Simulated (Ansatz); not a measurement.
One change: `C[SiH](F)F` becomes `C[Si](O)(F)F`.

Ansatz, PBE0-D4/def2-TZVP geometries, multiplicity 1. Each molecule was computed in one conformer, which needn't be the lowest.

```json
{"property": "zero-point energy (PBE0-D4/def2-TZVP) / kJ/mol", "`C[SiH](F)F`": "135.0"}
{"property": "ideal-gas entropy at 298 K and 1 bar (rigid rotor, harmonic PBE0-D4/def2-TZVP) / J/(mol·K)", "`C[SiH](F)F`": "306"}
{"property": "HOMO–LUMO gap (B3LYP/def2-TZVPP) / eV", "`C[SiH](F)F`": "9.95"}
{"property": "LUMO energy (B3LYP/def2-TZVPP) / eV", "`C[SiH](F)F`": "0.78"}
{"property": "size of the dipole moment (PBE/def2-TZVPP) / D", "`C[SiH](F)F`": "2.04"}
{"property": "HOMO energy (B3LYP/def2-TZVPP) / eV", "`C[SiH](F)F`": "-9.17"}
```

Give the same properties after the change, and the shifts. (Best estimate.)

The calculation gave: 
```
                                                                                  property  `C[Si](O)(F)F`  shift
                                            zero-point energy (PBE0-D4/def2-TZVP) / kJ/mol           150.8   15.8
ideal-gas entropy at 298 K and 1 bar (rigid rotor, harmonic PBE0-D4/def2-TZVP) / J/(mol·K)             334     28
                                                     HOMO–LUMO gap (B3LYP/def2-TZVPP) / eV           10.01   0.06
                                                       LUMO energy (B3LYP/def2-TZVPP) / eV            0.28  -0.50
                                            size of the dipole moment (PBE/def2-TZVPP) / D            1.07  -0.97
                                                       HOMO energy (B3LYP/def2-TZVPP) / eV           -9.74  -0.57
```

With PBE0 the HOMO falls by 0.66 eV and the LUMO falls by 0.37 eV, so the gap widens by about 0.29 eV. PBE moves the HOMO by -0.27 eV and ωB97M-V by -0.73 eV. The zero-point energy changes by 15.8 kJ/mol with +3 modes. Dipoles are sizes alone; their direction can turn.

B3LYP here is the variant with VWN-RPA as its local correlation; programs differ in this.
